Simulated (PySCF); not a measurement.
An unknown gives this computed stick spectrum. Method used: PySCF, TDDFT wB97X-D/def2-SVPD, vertical, gas phase, core orbitals frozen in the response. Geometries: PBE0-D3(BJ)/def2-SVP, one conformer each. Relativistic effects are left out although some hold elements past zinc.

```csv
state,λ (nm),f
S1,184.5,0.0001
S2,164.7,0.050
S3,161.5,0.044
S4,153.9,0.0005
S5,148.1,0.025
S6,147.0,0.0035
S7,144.8,0.0070
S8,143.2,0.019
S9,141.4,0.172
S10,139.4,0.019
```

Orbital energies (eV): HOMO-3 -10.92, HOMO-2 -10.77, HOMO-1 -10.25, HOMO -9.59, LUMO 1.79, LUMO+1 1.84, LUMO+2 2.63.

Question: Which structure fits?
A. `CC(C)CC[O][GeH3]`
B. `FC1(F)CCOCC1`
C. `CC[CH2][Ge@H]([CH3])[O]C`

Answer: A. Its S1, at 6.72 eV, is the lowest among the candidates; the nearest of the others has S1 at 7.11 eV. S1 is HOMO→LUMO (78%), HOMO→LUMO+1 (12%). Löwdin shares by element: HOMO oxygen 52%, carbon 14% or more, hydrogen 7% or more, germanium 7% (atoms not listed hold the other 20%); LUMO germanium 41%, hydrogen 24% or more, oxygen 11% (atoms not listed hold the other 24%). At the same level the other candidates give, for their lowest levels:
- `FC1(F)CCOCC1`: 159 nm (f 0.002); 145 nm (f 0.080); 142 nm (f 0.028); 140 nm (f 0.009); 136 nm (f 0.001); HOMO -9.80, LUMO 2.28 eV
- `CC[CH2][Ge@H]([CH3])[O]C`: 174 nm (f 0.002); 163 nm (f 0.019); 158 nm (f 0.002); 157 nm (f 0.025); 153 nm (f 0.135); T1 6.85 eV; HOMO -9.23, LUMO 2.13 eV

The values belong to the conformer `[CH3:1][CH:2]([CH3:3])[CH2:4][CH2:5][O:6][GeH3:7]`: C1–C2–C4–C5 60°, C2–C4–C5–O6 57°, C4–C5–O6–Ge7 -175°.
Triplets come from the Tamm–Dancoff approximation.

Without π bonds the low states are Rydberg-like; a valence basis with one diffuse set may place them up to an eV too high.
